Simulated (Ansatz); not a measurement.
System: MgO, net charge 0, singlet state. 
Structure (B3LYP-D3(BJ)/def2-TZVP (Ansatz, a first-principles code) minimum search):
```
Mg
O 1 1.7394
```
Charge 0, spin multiplicity 1.

Basis-set convergence of Hartree-Fock and MP2 correlation energies (hartree) with Ansatz. Valence correlation only, unless marked. No spin-orbit coupling. No relativistic terms.

The Hartree-Fock reference is unstable (checked in the largest basis), which strains HF and MP2. The T1 diagnostic of CCSD in the largest basis is 0.049, which is high, so the coupled-cluster rows are less sure than usual.

```
basis        functions       E(HF)  E(corr, MP2)
-----------  ---------  ----------  ------------
def2-SVPD           44  -274.21299      -0.28198
def2-TZVPPD         75  -274.37616      -0.32736
def2-QZVPPD        129  -274.38918      -0.34732
```

Extrapolating the two largest sets (X = 3 and 4) as X^-3: E(corr) = (64·(-0.34732) - 27·(-0.32736))/37 = -0.3619 Eh, an estimate of the basis-set limit. The largest set recovers 96.0 % of it, the smallest 77.9 %.
